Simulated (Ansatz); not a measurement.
A structure relaxed at PBE-D4/def2-TZVP in Ansatz, charge 0, singlet:

```
atom    x (Å)    y (Å)    z (Å)
 Be1   1.0842   0.8128   0.4761
 Be2  -1.0836  -0.8100  -0.4823
  O3   0.0009   0.0074  -0.0145
  O4  -2.1824  -1.6383  -0.9543
  O5   2.1809   1.6281   0.9749
```

Task: Give its formula and point group.

Result: the cluster Be₂O₃. Point group D∞h (tolerance 0.1 Å).

Task: Summarise the bond lengths by kind (pairs closer than 1.2 times the sum of covalent radii, bridged metal pairs left out).

Result: 4 × Be–O 1.44 to 1.45 Å.

The restricted singlet is unstable towards broken spin symmetry in Hartree–Fock (as tested in another run); at PBE-D4/def2-TZVP this wasn't settled. An occupied level of the charge 0 singlet lies above an empty one (by up to 0.64 eV), so this SCF solution is probably not the lowest. Another isomer (singlet) lies 2.78 eV lower at PBE0-D4/def2-TZVP; other spin states weren't run for this one.
